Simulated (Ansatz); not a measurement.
Consider the redistribution: `[F][GeH2][SH]` + `C[O][Mg][OH]` → `[OH][GeH]([F])[SH]` + `C[O][MgH]`.

Gas-phase electronic energies from Ansatz, PBE0-D4/def2-TZVP geometries. CCSD(T)/CBS adds triple-zeta CCSD(T) − MP2 to the extrapolated MP2 energy (def2 sets, frozen cores). DFT in def2-TZVPP. HSE06 is defined as in plane-wave codes. For Ge, Mg outer-core shells are correlated without core-valence functions, which leaves a few kJ/mol of doubt a bond. Scalar relativity is left out up to krypton. One conformer a species, not always the lowest.

| level | ΔE (kJ/mol) | difference from CCSD(T)/CBS |
| --- | --- | --- |
| revPBE-D4 | 58.7 | -14.8 |
| HSE06-D4 | 63.2 | -10.3 |
| B2PLYP | 69.9 | -3.6 |
| PBE-QIDH | 67.1 | -6.4 |
| PBE | 64.0 | -9.5 |
| CAM-B3LYP | 69.6 | -3.9 |
| RPA@PBE/def2-TZVPP | 59.2 | -14.3 |
| MP2/def2-SVP | 79.0 | 5.5 |
| SCS-MP2/def2-TZVPP | 69.2 | -4.3 |
| MP2/CBS(def2) | 80.5 | 7.0 |
| CCSD(T)/CBS | 73.5 | 0 |

Largest T1 diagnostic among the species: 0.012.

The D4 term adds −4.2 kJ/mol with B3LYP and −2.2 kJ/mol with PBE0; it sums over pairs of atoms, weighted by their polarisabilities, and B3LYP, whose exchange is more repulsive, gets the larger term. Leaving LDA and LC-ωPBE aside and taking each functional with its dispersion term where it has one, the values, not all of them listed here, spread over 25.0 kJ/mol, from B97M-V to B2PLYP. LDA lies −5.4 kJ/mol from PBE without D4.

B3LYP here is the variant with VWN-RPA as its local correlation; programs differ in this.
